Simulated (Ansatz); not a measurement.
B2F4, triplet, geometry from GFN2-xTB (a higher spin typed on purpose: for a closed-shell molecule this is an excited state); WB97M-V/def2-SVP (Ansatz, an electronic-structure program).

The Ansatz input:
Ansatz 0.2 input:
```yaml
crystal:
  periodic: [false, false, false]
  atoms:
    - {symbol: F, position_ang: [-1.42154176, -1.23245128, -0.09967212]}
    - {symbol: B, position_ang: [-0.80422778, -0.04353446, -0.04293697]}
    - {symbol: F, position_ang: [-1.54844616, 1.07167991, -0.05889277]}
    - {symbol: B, position_ang: [0.80422778, 0.04353446, 0.04293697]}
    - {symbol: F, position_ang: [1.54844616, -1.07167991, 0.05889277]}
    - {symbol: F, position_ang: [1.42154176, 1.23245128, 0.09967212]}
basis:
  gaussian:
    orbitals: def2-SVP
hamiltonian:
  xc: {name: wB97M-V}
magnetization: {spin_polarized: true, initial_magnetization: 2}
```

The log (banner, timings and long lists left out):

```
Functional definition: wB97M-V
792 factors; integrals over basis functions are off by at most 9.3e-4 eV
180 factors; integrals over basis functions are off by at most 3.8e-6 eV
mean field evaluation 1: about -12205.5595 eV, gradient 2.6e1 eV
mean field evaluation 2: about -12205.7448 eV, gradient 2.8e1 eV
mean field evaluation 4: about -12208.1341 eV, gradient 5.7e-1 eV
mean field evaluation 8: about -12208.2648 eV, gradient 1.0e-1 eV
mean field evaluation 16: about -12208.2650 eV, gradient 2.3e-4 eV
mean field -12208.26497689 eV, -448.6454628414 hartree, gradient 5.3e-5 eV, S^2 2.002121; 0 other end points of the search recorded, 0 dependent functions left out
reference -12208.26501020 eV, -448.6454640654 hartree; 24, 22 occupied and 60, 62 virtual orbitals, 792 factors
Total energy: -12208.26501020 eV, -448.6454640654 hartree
```
